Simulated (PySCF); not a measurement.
# PBE on Li+ (lithium, charge +1)

Configuration: 1s2, closed-shell 1S. Calculation: PySCF 2.14, in an uncontracted even-tempered set (18 s from 0.25 bohr⁻², ratio 2.2; 7 p from 0.44 bohr⁻², ratio 2.4; 4 d from 1.3 bohr⁻², ratio 2.4; 3 f from 2 bohr⁻², ratio 2.4; 3 g from 3 bohr⁻², ratio 2.4); scalar relativity by spin-free X2C-1e.

```json
{
  "Total energy": "-7.2575 hartree",
  "One-electron energy": "-8.8753 hartree",
  "Hartree (Coulomb) energy": "3.2793 hartree",
  "Exchange-correlation energy": "-1.6615 hartree",
  "⟨S²⟩": "0.0000",
  "⟨L²⟩": "0.000",
  "Sum of ⟨r⟩": "1.158 bohr",
  "Sum of ⟨r²⟩": "0.9195 bohr²",
  "Langevin diamagnetic susceptibility": "-0.728 ×10⁻⁶ cm³/mol"
}
```

```tsv
shell	electrons	mean orbital energy (hartree)	rms radius, mean of both spins (bohr)
1s	2	-2.22007	0.678
```
